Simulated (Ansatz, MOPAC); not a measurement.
Dimer: GeH4 (SMILES [GeH4]) (first 5 atoms) with H2Se (SMILES [SeH2]); geometry from B3LYP-D3(BJ)/def2-TZVP.
(charge 0, multiplicity 1):
```
atom    x (Å)    y (Å)    z (Å)
----  -------  -------  -------
Ge     0.1106   0.0508  -0.0842
H     -1.4039   0.0294   0.1566
H      0.3907   0.1205  -1.5951
H      0.7436  -1.2294   0.4827
H      0.7323   1.2743   0.6033
Se    -0.0986  -0.7197   3.7942
H     -0.3014   0.2910   4.8434
H      1.2605  -0.2255   3.5318
```

Monomers are frozen at their geometry in the pair; levels with a basis set take the counterpoise correction.

The state reached by PM3 isn't checked.

Codes used: Ansatz (Gaussian orbitals); MOPAC for PM3 (differences of heats of formation). Each number belongs to the level named beside it.

One of these levels gives -1.93 kcal/mol for the interaction energy. Name it.
A. SVWN5/def2-TZVPPD
B. PM3
C. HF/aug-cc-pVTZ
D. B97M-V/def2-TZVPPD

A, SVWN5/def2-TZVPPD. The others give -0.37 (PM3), 0.75 (HF/aug-cc-pVTZ), -1.17 (B97M-V/def2-TZVPPD)

Ansatz is a first-principles code.
